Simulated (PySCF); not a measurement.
## From computed data to an observable: chemical shift, span and skew from a shielding tensor

C3H9FOSi, SMILES CCOC[SiH2]F. Atoms are numbered in the order given.

```xyz
15

C      3.0919    -0.5486    -0.1437
C      1.8290     0.1274    -0.6155
O      1.0360     0.4350     0.5026
C     -0.2289     0.9807     0.1851
Si    -1.4592    -0.4497     0.2456
F     -2.9202     0.0377    -0.2926
H      3.6377     0.1032     0.5541
H      3.7493    -0.7781    -0.9950
H      2.8563    -1.4874     0.3788
H      2.0684     1.0567    -1.1729
H      1.2781    -0.5298    -1.3188
H     -0.4798     1.7406     0.9444
H     -0.2250     1.5030    -0.7906
H     -0.9936    -1.5637    -0.6275
H     -1.6208    -0.9249     1.6467
```
Charge 0, spin multiplicity 1.

The structure is a stationary point at PBE0-D3(BJ)/def2-SVP. This is a generated structure with no PubChem entry under its InChIKey; it may be hypothetical. One conformer was computed; it need not be the lowest.

GIAO shieldings from PBE/pcSseg-1 run with PySCF, non-relativistic, no solvent. The symmetric part of the tensor of Si5 has the principal values 298.7, 329.3, 417.0 ppm. The same nucleus in TMS has σ = 335.4 ppm at this level (PySCF, at its B3LYP-D3(BJ)/def2-TZVP geometry).

Task: Work out the isotropic shielding, the ²⁹Si shift against TMS, the span and the skew.

Result: 
σ(iso) = (σ11 + σ22 + σ33)/3 = 348.3 ppm. δ = σ(ref) − σ(iso) = 335.4 − (348.3) = -12.9 ppm.
Span Ω = σ33 − σ11 = 118.3 ppm. Skew κ = 3(σ(iso) − σ22)/Ω = 0.48. Tumbling in solution averages the tensor to δ; in a static solid the shielding alone would spread this spin-1/2 line over Ω.
